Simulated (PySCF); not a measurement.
# MZn for M along the alkali metals

PBE with double-zeta basis sets in PySCF, for the lowest determinant that a PBE0 search found; no spin–orbit coupling. De refers to high-spin ground-configuration atoms. A positive dipole means M(−)Zn(+).

```
 M               basis  state (unpaired electrons)  Re (Å)  ωe (cm⁻¹)  De (eV)  μ (D)
Li           def2-SVPD               doublet (σ ↑)   2.824        204     0.32  -0.13
Na  cc-pVDZ/cc-pVDZ-PP               doublet (σ ↑)   3.175       97.7     0.20  -0.54
 K            def2-SVP               doublet (σ ↑)   3.688       67.7     0.15  -0.34
Rb            def2-SVP               doublet (σ ↑)   3.986       38.2     0.10  -0.12
Cs            def2-SVP               doublet (σ ↑)   4.126       36.6     0.10   0.07
```

The shortest bond is that of LiZn (2.824 Å), the longest that of CsZn (4.126 Å).

The rows differ in basis set, which adds steps of its own.

Down a group the atoms grow and get heavier, so bonds lengthen and wavenumbers fall; this series shows no clear exception.

Weak bonds: CsZn, KZn, LiZn, NaZn, RbZn. Basis-set superposition, not corrected here, can be much of De in a small basis, most of all at correlated wavefunction levels. Functionals without a dispersion term scatter widely for such bonds, and LDA overbinds them. Spin–orbit coupling is left out. States were picked by a PBE0 search and need not be the measured ground states.
